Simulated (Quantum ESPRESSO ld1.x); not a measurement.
Question: The mean radii <r> (bohr) of the occupied orbitals of an atom or ion are listed with their occupations. Calculated with ld1.x of Quantum ESPRESSO 7.5: Dirac Kohn-Sham, OLYP, spin-unpolarised, spherical densities, point nucleus.

orbital  occ.      <r>
1s1/2       2  0.01834
2s1/2       2  0.07693
2p1/2       2  0.06365
2p3/2       4  0.07160
3s1/2       2   0.2005
3p1/2       2   0.1905
3p3/2       4   0.2052
3d3/2       4   0.1795
3d5/2       6   0.1841
4s1/2       2   0.4493
4p1/2       2   0.4544
4p3/2       4   0.4876
4d3/2       4   0.5038
4d5/2       6   0.5151
5p1/2       2    1.120
4f5/2       6   0.5881
5p3/2       4    1.202
4f7/2       8   0.5963
5d3/2       2    1.494
5f5/2       2    2.864

Name the element and its charge. Open shells, if any, fill j = l - 1/2 first.

Answer: Z = 74, tungsten, charge +4: W4+ in [Kr] 4d10 4f14 5p6 5d2 5f2. The 1s radius gives Z: for a bare nucleus <r> = (2 gamma + 1)/(2Z) with gamma = sqrt(1 - (Z/c)^2), 0.01813 bohr for Z = 74, and screening makes it slightly larger (0.01834 here). The occupations add up to 70, and the charge is Z minus that.
